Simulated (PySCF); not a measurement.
Dibenzothiophene, SMILES c12ccccc2sc2ccccc21 at its GFN2-xTB optimised geometry (Å):

```
21

C      1.3877     3.2852     0.0000
C     -0.0041     3.2852     0.0000
C     -0.7096     2.0996     0.0000
C     -0.0215     0.8896     0.0000
C      1.3836     0.9084     0.0000
C      2.0935     2.0977     0.0000
S      2.0786    -0.6980     0.0000
C      0.4818    -1.4149     0.0000
C      0.2035    -2.7717     0.0000
C     -1.1187    -3.1720     0.0000
C     -2.1460    -2.2331     0.0000
C     -1.8669    -0.8820     0.0000
C     -0.5426    -0.4530     0.0000
H      1.9226     4.2231     0.0000
H     -0.5356     4.2251     0.0000
H     -1.7892     2.1029     0.0000
H      3.1724     2.0887     0.0000
H      1.0060    -3.4929     0.0000
H     -1.3565    -4.2251     0.0000
H     -3.1724    -2.5683     0.0000
H     -2.6660    -0.1561     0.0000
```

Computed with PBE0/def2-SVP in PySCF 2.14.0.

Map of the electrostatic potential (hartree/e) on the plane z = 1.2 Å:

```
|.............................|
|..........::::::::::::.......|
|.........::::::::::::::......|
|.........::::::..::::::......|
|........:::::::..::::::......|
|.......::::::::..:::::::.....|
|......::::...:-::--:..::.....|
|.....:::::...-=::=-...:::....|
|....:::::::::::..:::::::::...|
|....::::::::=-....-=::::::...|
|...::::::::-=-:..:-=-:::::...|
|...:::::::::::-::--::::::....|
|...::::::::.:-+--+-::::......|
|...::::::::.:-=-=+=-:........|
|...:::::::::-=--=+*+-........|
|...::::::-=:-+=-=*@%-   .....|
|...:::..:-=-:--==*@#:    ....|
|...:::...::..:-+==+=.    ....|
|...::::.:-:...:--:::     ....|
|...::::::=-...:-:::..   .....|
|...:::::::::::==:::..........|
|...:::::..:==:--::::.........|
|...:::::..:--..:::::.........|
|....::::..:::..:::::.........|
|......:::::::..:::::.........|
|.......::::::::::::..........|
|........::::::::::...........|
|.........:::::...............|
|...........:.................|
```
Scale: ten equal steps from -0.015 (start of ' ') to 0.087 (end of '@'), in the order ' .:-=+*#%@'; x runs from -6.50 to 6.50, y from -6.50 (bottom) to 6.50 (top).
